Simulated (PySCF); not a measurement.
Dipole response of Pt (platinum, neutral)

[Xe] 4f14 5d9 6s1, high-spin 3D determinant. Calculation: PySCF 2.14, in ANO-RCC-VTZP (8s7p5d3f1g, 84 functions); scalar relativity by spin-free X2C-1e. Coupled (time-dependent) response in atomic units; α is the mean over directions. The basis has no added diffuse functions, which lowers α and C₆.

```json
{"method": "UHF", "mean α (bohr³)": "45.01", "α xx, yy, zz": "45.09, 45.09, 44.85", "C₆ (like pair)": "404.4", "S(−4)": "1153"}
{"method": "PBE", "mean α (bohr³)": "33.00", "α xx, yy, zz": "32.94, 32.94, 33.14", "C₆ (like pair)": "298.5", "S(−4)": "435.1"}
```

S(−4) is the Cauchy moment in α(ω) = α(0) + S(−4) ω² + …

Reference α: 48 ± 4 bohr³ (recommended; Schwerdtfeger and Nagle, table of static dipole polarizabilities (2023 update)). Published C₆: 470.0 (Gould and Bucko (2016)).

Spin-orbit coupling is absent.

α(iu) at UHF:

| u (hartree) | α(iu) (bohr³) |
| --- | --- |
| 0 | 45.01 |
| 0.0500 | 42.37 |
| 0.100 | 36.48 |
| 0.200 | 25.29 |
| 0.300 | 18.35 |
| 0.500 | 11.65 |
| 0.750 | 8.141 |
| 1.00 | 6.270 |
| 1.50 | 4.133 |
| 2.00 | 2.912 |
| 3.00 | 1.641 |
| 5.00 | 0.7219 |

The components differ because the open shell of this determinant is not spherical; for a pure term their mean is the scalar polarisability.

Spin-orbit coupling, absent here, splits the open shell strongly.
